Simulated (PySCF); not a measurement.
Structure from NMR data

An unknown has the formula C$_{8}$H$_{11}$B. Its calculated NMR data are:

1H NMR (500 MHz, computed): δ 8.14 (d, 2H), 7.52 (m, 1H), 7.49 (m, 2H), 1.20 (s, 6H).

13C{1H} NMR (computed): δ 142.1 (C), 139.1 (CH), 136.8 (CH), 131.4 (CH), 11.7 (CH3).

[PySCF 2.14: geometry: PBE0-D3(BJ)/def2-SVP; GIAO PBE/pcSseg-1 shieldings; no relativistic terms; fast rotation and ring inversion assumed for equivalent nuclei; isolated molecule; single conformer]

Shifts are taken against calculated references (same method and geometry level): 1H (31.20 ppm), 13C (180.03 ppm) vs TMS.

Deduce the structure.

## Answers


- 5 carbon signals for 8 carbons: some carbons are equivalent by symmetry or fast rotation.
- Carbon types of the structure: 1 × C, 5 × CH, 2 × CH3, which accounts for all hydrogens.
- δC 142.1: substituted aromatic carbon.
- δC 139.1, 136.8, 131.4: aromatic CH; the aromatic region.
- δC 11.7: methyl carbon bonded to B.
- δH 8.14, 7.52, 7.49: hydrogen on an aromatic CH; ring-current deshielding.
- δH 1.20: hydrogen on a methyl carbon bonded to B.

These data were computed for SMILES CB(C)c1ccccc1.

This is the structure that produced the data.

A carbon bonded to boron is broadened by the quadrupolar boron nucleus and is often missing from a measured spectrum. Shifts are as computed. Against solution values, carbons near 30 ppm lie about +2 ppm off and those near 130 ppm about +2 ppm. Of 1211 compounds with measured shifts, 218 miss one by over three times the rms of a fit or turn the order of signals round; such compounds aren't used in these exercises. Multiplicities follow the n + 1 count of equivalent neighbours, as no J values were calculated; m marks all less simple cases, F and P coupling included.
